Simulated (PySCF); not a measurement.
C2H7Si, SMILES C[SiH]C (connectivity only; charge and spin as stated), charge +1, multiplicity 1.

The structure is a stationary point at PBE-D3(BJ)/def2-SVP. The multiplicity is an assumed one; other spin states were not compared. The isomer is the one that the SMILES or the coordinates give; other isomers of the formula were not compared.

These are PySCF with ωB97X/def2-TZVPD values and carry that method's errors.

Gas-phase values at a fixed geometry.

Computed frontier levels, gap, dipole moment and polarisability:
```
Item                                                              Result
------------------------------------------------  ----------------------
highest occupied level                                         -17.66 eV
lowest empty level                                              -6.00 eV
orbital gap                                                     11.66 eV
dipole moment about the centre of nuclear charge                  0.50 D
mean static polarisability                          45.0 bohr³ (6.67 Å³)
polarisability, principal values                  36.5, 43.6, 55.0 bohr³
```
